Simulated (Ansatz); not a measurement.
Cartesian coordinates in Å:
```
Te 0.4615 0.3966 0.4840
H -0.2169 -1.1138 0.4950
H -0.2447 0.7172 -0.9790
```

Total charge 0; spin multiplicity 1. Te: def2 effective core potential.

(1) List the PBE0/def2-TZVPP orbital energies in eV (Ansatz 0.2.0). (Estimate.)

Results:

(1) Ansatz gave: Occupied: -172.06, -121.05, -120.95, -120.73, -44.29, -44.23, -44.02, -43.93, -43.91, -18.04, -10.87, -9.46, -6.58. Lowest empty: -0.69, 0.17, 3.56, 3.65, 4.27, 4.82, 5.09, 5.44.
